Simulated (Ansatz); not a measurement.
The molecule SiH-, multiplicity 3 (lowest of 2S+1 = 1, 3, 5 at CCSD(T)/def2-TZVPP on PBE0 minima; our sources give no spin for the ground state, which may be another).

Seven points along R, fitted to fifth degree in 1/R; most abundant isotopes. Runs in def2 and cc sets follow the lowest solution found near the PBE0 minimum.

Frozen-core correlation. CBS(a, b) extrapolates the correlation energy as X⁻³ and adds the Hartree–Fock energy of set b.

The values were computed with Ansatz (a first-principles code). Each number belongs to the level named beside it.

### Question
What bond length and harmonic frequency does wB97M-V/def2-TZVPP give?

### Answer
r_e = 1.555 Å, ω_e = 1842 cm⁻¹.

### Question
What bond length and harmonic frequency does CCSD(T)/def2-QZVPP give?

### Answer
r_e = 1.553 Å, ω_e = 1857 cm⁻¹.

### Question
What bond length and harmonic frequency does CCSD(T)/CBS(aug-cc-pV(Q+d)Z, aug-cc-pV(5+d)Z) give?

### Answer
r_e = 1.551 Å, ω_e = 1866 cm⁻¹.
